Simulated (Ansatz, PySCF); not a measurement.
Pulling on the Se4–H5 bond in AlH3Se (SMILES [AlH2][SeH]) (multiplicity 1 held, fragments rigid). Energies count from the point at 1.472 Å.
Geometry at that point (charge 0, multiplicity 1):
```xyz
5

Al     0.364     0.027    -1.557
H     -0.699    -0.570    -2.552
H      1.745     0.642    -1.994
Se    -0.201    -0.030     0.697
H      1.061     0.607     1.107
```

Restricted levels (R-, RO-) in cc, def2 and unpolarised 6-31G sets keep to the state of the molecule at rest. U- levels take the lowest unrestricted solution at each point, which mixes spins at long bonds. Active spaces are followed from a long bond inwards. Curves can end on different states.

Correlated levels freeze the cores. Filled d and f shells under p-block atoms count as core. Rows in LANL2DZ carry no dispersion term and start afresh at each structure. LANL2DZ brings its own core potentials from Na on.

Programs: Ansatz (Gaussian orbitals); PySCF for LANL2DZ rows. Each number belongs to the level named beside it.

```
level                                   energy at R = 4.710 Å (kcal/mol)
--------------------------------------  --------------------------------
U-HF/def2-TZVPP                                                    57.93
R-r2SCAN/def2-TZVPP                                               122.08
U-r2SCAN/def2-TZVPP                                                82.31
U-B3LYP/LANL2DZ                                                    75.07
U-wB97X-V/def2-TZVPP                                               83.25
U-MP2/def2-TZVPP                                                   81.41
U-CCSD/def2-TZVPP                                                  81.26
SC-NEVPT2 on CASSCF(4,3)/def2-TZVPP                                  ___
FIC-MRCISD+Q on CASSCF(4,3)/def2-TZVPP                             81.99
```

Task: Some entries are withheld; supply them.

Result: 
- SC-NEVPT2 on CASSCF(4,3)/def2-TZVPP, energy at R = 4.710 Å (kcal/mol): 78.85

Doubts at one or more of the structures used: a spin-contaminated determinant (U-HF/def2-TZVPP, U-r2SCAN/def2-TZVPP, U-B3LYP/LANL2DZ, U-wB97X-V/def2-TZVPP, U-MP2/def2-TZVPP, U-CCSD/def2-TZVPP); a restricted determinant that unrestricted orbitals would lower (R-r2SCAN/def2-TZVPP); active orbitals that take no part (SC-NEVPT2 on CASSCF(4,3)/def2-TZVPP, FIC-MRCISD+Q on CASSCF(4,3)/def2-TZVPP).

Ansatz is a first-principles code.
